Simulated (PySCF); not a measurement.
## Potential energy of SbPb along the bond

Set-up: PySCF, scalar-relativistic core potentials, basis sets Sb cc-pVDZ-PP with ECP28, Pb cc-pVDZ-PP with ECP60. Energies in eV from Sb + Pb in their ground configurations at the same level. State: ²Π (doublet), unpaired electrons π ↑.

All columns are PBE0. A positive dipole means Sb(−)Pb(+).

```csv
R (Å),E (eV),μ (D),Mulliken charge on Sb (basis-dependent),HOMO (eV),LUMO (eV),Mayer bond order,⟨S²⟩
2.345,-0.965,0.97,-0.12,-5.76,-4.31,2.29,0.75
2.454,-1.631,1.30,-0.13,-5.76,-4.11,2.28,0.75
2.563,-1.979,1.62,-0.15,-5.56,-3.95,2.26,0.76
2.645,-2.092,1.84,-0.16,-5.42,-3.84,2.24,0.77
2.727,-2.113,2.03,-0.16,-5.29,-3.74,2.20,0.80
2.809,-2.071,2.15,-0.16,-5.19,-3.66,2.09,0.90
2.918,-1.958,2.22,-0.16,-5.10,-3.57,1.87,1.08
3.054,-1.770,2.27,-0.16,-5.05,-3.49,1.61,1.30
3.218,-1.518,2.36,-0.15,-5.02,-3.42,1.36,1.49
3.436,-1.181,2.49,-0.15,-5.03,-3.38,1.10,1.69
```

A fit through these points gives, at Re = 2.709 Å, μ = 1.99 D and dμ/dR = 2.08 D/Å; the reduced mass is 76.46 u.

**Question.** How strong is the fundamental in the double-harmonic approximation, I = 42.26·(dμ/dR)²/μred km/mol?

**Answer.** I = 42.26·(2.08)²/76.46 = 2.39 km/mol at PBE0.

⟨S²⟩ of the unrestricted solution departs from its pure value on part of the curve, where spin states mix. These are scalar-relativistic numbers at best; spin–orbit coupling would shift them, the dissociation energy most. The state is the lowest determinant that a PBE0 search found; another state may lie lower at other levels.
